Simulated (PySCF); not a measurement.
# Basis and Hamiltonian dependence of the electron affinity of Ru

Ru⁻ [Kr] 4d7 5s2 (4F) → Ru [Kr] 4d7 5s1 (5F). All values are computed (PySCF 2.14, energy differences of UHF-based or UKS calculations, no spin-orbit coupling). Values in eV.

```
                                                            basis    Hamiltonian  functions     UHF  r2SCAN   PBE0  MP2 (valence)  CCSD(T) (valence)  CCSD(T) (valence and next inner shell)
                                     aug-cc-pVDZ-PP with ECP28MDF            ECP         54  -0.165   0.861  0.774          0.534              0.888                                     n/a
          def2-TZVPPD with the def2 core potential (28 electrons)            ECP         56  -0.558   0.580  0.533          0.419              0.642                                   0.682
                                                     ANO-RCC-VTZP  spin-free X2C         68  -0.281   0.752  0.707          0.586              0.831                                   0.868
                                   aug-cc-pwCVDZ-PP with ECP28MDF            ECP         70  -0.156   0.869  0.782          0.572              0.904                                   0.962
          def2-QZVPPD with the def2 core potential (28 electrons)            ECP         88  -0.331   0.800  0.719          0.675              0.907                                     n/a
                                     aug-cc-pVTZ-PP with ECP28MDF            ECP         88  -0.140   0.871  0.781          0.563              0.948                                     n/a
x2c-TZVPPall with one added diffuse shell each of s, p, d, f type  spin-free X2C         95  -0.176   0.829  0.763          0.613              0.931                                     n/a
                                                   aug-cc-pVTZ-DK  spin-free X2C        102  -0.136   0.840  0.773          0.566              0.959                                     n/a
                                   aug-cc-pwCVTZ-PP with ECP28MDF            ECP        122  -0.137   0.875  0.786          0.568                n/a                                     n/a
                                                 aug-cc-pwCVTZ-DK  spin-free X2C        136  -0.136   0.838  0.772          0.566                n/a                                     n/a
```

Frozen in the all-electron rows: valence: [Kr]; valence and next inner shell: [Ar] 3d10; with a core potential, the same shells as far as they lie outside it.

At UHF, def2-TZVPPD with the def2 core potential (28 electrons) lies more than 0.3 eV from the median of the rows with comparable relativity.

In most of these bases the highest occupied level of the anion is positive at UHF, r2SCAN, PBE0, so the basis helps to hold the electron.

Between the lowest levels the reference is 1.046 eV (measured; photodetachment measurements, as compiled on the Wikipedia data page of electron affinities); it includes spin-orbit coupling, which these numbers lack.
